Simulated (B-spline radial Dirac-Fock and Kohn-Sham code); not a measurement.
## Satellites and hypersatellites of the K lines of Dy

System: the free dysprosium atom in the configuration [Xe] 4f9 6s2 6p1 (not the ground configuration).

Calculated with a radial finite-basis atomic code, using Dirac-Fock ΔSCF + Breit + QED. Each two-hole energy is an average over J within one jj subconfiguration, not an observable level; in light atoms, where LS coupling holds, the j-resolved values are not observed lines, and for a K spectator the Kα1 hypersatellite is nearly forbidden. Correlation energy is missing from these numbers.

Lines without a spectator: Kα2 (K-L2) 45204.0 eV, Kα1 (K-L3) 45994.9 eV, Kβ3 (K-M2) 51938.5 eV, Kβ1 (K-M3) 52105.4 eV. Shifts in eV with one spectator hole (a dash: not computed, or left out as unreliable):

```tsv
spectator hole	Kα2	Kα1	Kβ3	Kβ1
K (1s)	+830.9	+879.6	+1071.1	+1082.2
L2 (2p1/2)	+101.2	+133.0	–	+263.3
L3 (2p3/2)	+84.3	+89.3	+211.1	–
M2 (3p1/2)	–	+19.56	+40.0	+47.5
M3 (3p3/2)	+11.95	–	+36.4	+36.4
M4 (3d3/2)	+3.78	+0.41	–	–
M5 (3d5/2)	-0.94	+2.36	–	–
```
